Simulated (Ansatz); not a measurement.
Total energies of SiIH3 (SiH₃I) from Ansatz at PBE-D4/def2-TZVP, gas phase (1 Eh = 27.2114 eV = 2625.5 kJ/mol). The reference geometry is relaxed at r2SCAN-D4/def2-TZVP.

| state | geometry | energy (Eh) |
| --- | --- | --- |
| charge 0 singlet | reference | -588.87237 |
| charge 1 doublet | reference | -588.51098 |
| charge 1 doublet | relaxed at r2SCAN-D4/def2-TZVP | -588.51628 |
| free Si atom (triplet) | – | -289.22285 |
| free I atom (doublet) | – | -297.66548 |
| free H atom (doublet) | – | -0.49962 |

In the def2 sets I takes a core potential; there is no spin–orbit coupling.

Work out the vertical ionisation energy to the doublet.

E(charge 1 doublet) − E(charge 0 singlet) = -588.51098 − (-588.87237) = 0.36139 Eh = 9.83 eV. For comparison, −ε of the highest occupied level is 6.60 eV at this level, 3.23 eV less.

How much does the charge 1 doublet relax, and what is the adiabatic ionisation energy?

Relaxation: -588.51098 − (-588.51628) = 0.00530 Eh = 0.14 eV. Adiabatic ionisation energy: 0.35609 Eh = 9.69 eV, without zero-point energy. 

What is the binding energy per atom against free atoms?

Atoms: 1 × (-289.22285) + 1 × (-297.66548) + 3 × (-0.49962) = -588.38719 Eh. Binding: -588.38719 − (-588.87237) = 0.48518 Eh = 13.20 eV, or 2.64 eV for each of 5 atoms (no zero-point energy, no counterpoise term).

At PBE-D4/def2-TZVP the gap within one spin of the charge 1 doublet nearly closes, so an electron or hole may be smeared out by delocalisation error.
